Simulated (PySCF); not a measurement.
Ag: excitation energy

Ag [Kr] 4d10 5s1 (2S) → Ag [Kr] 4d9 5s1 6s1 (4D), as a difference of total energies. Computed with PySCF 2.14 in x2c-TZVPPall with one added diffuse shell each of s, p, d, f type (9s7p7d3f1g, 95 functions), with scalar relativity by spin-free X2C-1e. Correlated levels: valence: [Kr] frozen; valence and next inner shell: [Ar] 3d10 frozen. The calculations carry no spin-orbit coupling.

```json
{"method": "UHF", "excitation energy (cm⁻¹)": "67566"}
{"method": "LDA", "excitation energy (cm⁻¹)": "84507"}
{"method": "PBE", "excitation energy (cm⁻¹)": "81104"}
{"method": "PBE0", "excitation energy (cm⁻¹)": "79489"}
{"method": "r2SCAN", "excitation energy (cm⁻¹)": "80781"}
{"method": "r2SCAN0", "excitation energy (cm⁻¹)": "79586"}
{"method": "BHandHLYP", "excitation energy (cm⁻¹)": "78562"}
{"method": "M06-2X", "excitation energy (cm⁻¹)": "80433"}
{"method": "wB97X", "excitation energy (cm⁻¹)": "81431"}
{"method": "MP2 (valence)", "excitation energy (cm⁻¹)": "82984"}
{"method": "SCS-MP2 (valence)", "excitation energy (cm⁻¹)": "82020"}
{"method": "MP2 (valence and next inner shell)", "excitation energy (cm⁻¹)": "82957"}
{"method": "SCS-MP2 (valence and next inner shell)", "excitation energy (cm⁻¹)": "81427"}
```

A first-order spin-orbit estimate (lowest level to lowest level, LS coupling) adds -0.233 eV.

The upper state lies above the first ionisation limit, but in LS coupling its spin forbids autoionisation to the ground ion. A Rydberg-like electron needs more diffuse functions than a valence basis has.

The promoted electron is Rydberg-like, and one or two diffuse shells describe it only roughly, which tends to raise the upper state.
